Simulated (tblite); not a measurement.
Compound: C4H8O3Si2.
Cartesian coordinates in Å at the GFN2-xTB level; atoms count from 1:
```xyz
17
C4H8O3Si2 angstrom
C      2.7930    0.6868   -0.2290
C      2.0374   -0.0848    0.5272
C      0.5361   -0.0954    0.4813
O      0.0495    0.8281   -0.4464
Si    -1.4874    1.3499   -0.6164
Si    -2.5821   -0.6219   -0.1354
O     -1.2643   -1.6348   -0.0557
C      0.0277   -1.5241    0.1852
O      0.7449   -2.4838    0.2011
H      2.3593    1.3754   -0.9339
H      3.8664    0.6591   -0.1676
H      2.4559   -0.7889    1.2309
H      0.1486    0.1391    1.4901
H     -1.7416    2.4339    0.3488
H     -1.3979    1.8625   -1.9769
H     -3.3829   -1.3433   -1.1177
H     -3.1698   -0.7460    1.2044
```

Computed values, GFN2-xTB/tblite, gas phase, harmonic and unscaled. Against measured fundamentals such values can be off by several per cent, at times by over 20. Modes of hydrogen on silicon can be 10 to 20 % off. One conformer, not necessarily the lowest.

Harmonic wavenumbers (cm⁻¹): 26.4, 56.4, 89.0, 120.9, 178.7, 239.0, 286.0, 316.9, 340.7, 435.0, 455.9, 457.8, 472.7, 530.4, 585.2, 597.3, 621.7, 632.0, 662.2, 735.9, 766.1, 790.1, 805.0, 842.6, 896.0, 922.5, 999.6, 1015.4, 1041.5, 1142.5, 1196.7, 1214.6, 1271.8, 1291.2, 1393.0, 1715.1, 1774.0, 2150.5, 2199.9, 2289.3, 2307.7, 2798.7, 3086.8, 3114.1, 3144.1.

A = 1804, B = 1041, C = 693.1 MHz; mass 160.001 u (most abundant isotopes); point group C1, symmetry number 1.

Zero-point energy?

½Σν̃ = 24004 cm⁻¹ = 287.16 kJ/mol.

Give the ideal-gas entropy at 350 K and 1 bar in the rigid-rotor, harmonic-oscillator model (classical rotation).

Translation 175.48, rotation 127.06, vibration 164.08: S = 466.6 J/(mol K).

And Cp and H(350 K) − H(0)?

Cp = 199.23 J/(mol K), of which vibrations give 165.98 (their classical limit is 45 R = 374.2); H(350 K) − H(0) = 41.14 kJ/mol without the zero-point energy, 29.50 from vibrations.

Blend soft modes into free rotors: weight 1/[1 + (100 cm⁻¹/ν̃)⁴] for the oscillator and the rest for a rotor with moment μB/(μ + B), μ = h/(8π²ν), B = 10⁻⁴⁴ kg m². What vibrational entropy results?

147.50 J/(mol K) in place of 164.08, which changes −T·S at 350 K by +5.80 kJ/mol.

Which modes carry the vibrational entropy at 350 K?

26.4 cm⁻¹: 26.78; 56.4 cm⁻¹: 20.49; 89.0 cm⁻¹: 16.72; 120.9 cm⁻¹: 14.21; 178.7 cm⁻¹: 11.06; 239.0 cm⁻¹: 8.79 J/(mol K); the other 39 give 66.02 together.

Hindered rotation and anharmonicity are outside this model. Other conformers, if any are populated, would add a mixing term that is left out. The structure is chiral; the term R ln 2 for an equal mix with its mirror image is left out.

Hardware: one thread of an Arm Neoverse N1, shared host with 64 logical CPUs at a one-minute load of 46. Cost: 1.3 s of wall time. This covers the Hessian and the dipole derivatives.
